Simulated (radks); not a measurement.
Exchange energies: the exact (Fock) value of the Kohn-Sham orbitals and density-functional approximations, as 100 (|E| - |E exact|)/|E exact|, negative where the magnitude is too small. Species: Ca [Ar] 4s2; Cs+ [Xe]. Method: non-relativistic Kohn-Sham, r2SCAN, spin-polarised, spherical densities, point nucleus; meta-GGA in the generalised Kohn-Sham scheme; computed with a radial shooting solver on a logarithmic mesh with Libxc functionals. Every spin shell is full or empty, so the densities are truly spherical. Functionals are evaluated on that one density, not self-consistently.

functional             Ca       Cs+
exact (hartree)  -35.2047  -183.986
LDA                 -7.39     -4.71
PBE                 -0.51     -0.45
AM05                -6.56     -4.41
SOGGA               -3.31     -2.24
B86b                +0.08     -0.04
G96                 +0.09     +0.33
EV93                +0.89     -0.39
revTPSS             -0.57     -0.95
SCAN                +0.27     +0.13
r2SCAN              -0.02     -0.14
MS2                 0.00     -0.63
Tao-Mo              -0.24     -0.84
TASK                -3.07     -2.21
